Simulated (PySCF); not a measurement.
CHCl, SMILES [CH]Cl (CAM-B3LYP/def2-SVP optimised geometry):

```
3

C     -0.727    -0.546     0.000
Cl     0.965    -0.546     0.000
H     -0.965     0.546     0.000
```

Method: CAM-B3LYP/def2-TZVP run with PySCF.

What are the frontier orbital energies and the dipole moment?

HOMO-2 -12.38 eV, HOMO-1 -12.01 eV, HOMO -8.49 eV, LUMO -2.01 eV, LUMO+1 2.23 eV; dipole moment 1.67 D.

On the same geometry PySCF with PBE/def2-TZVP gives HOMO-2 -9.77 eV, HOMO-1 -9.05 eV, HOMO -5.62 eV, LUMO -4.44 eV, LUMO+1 0.04 eV; dipole moment 1.68 D.

Meta-Löwdin charges at CAM-B3LYP/def2-TZVP: C1 -0.23, Cl2 0.11, H3 0.13.
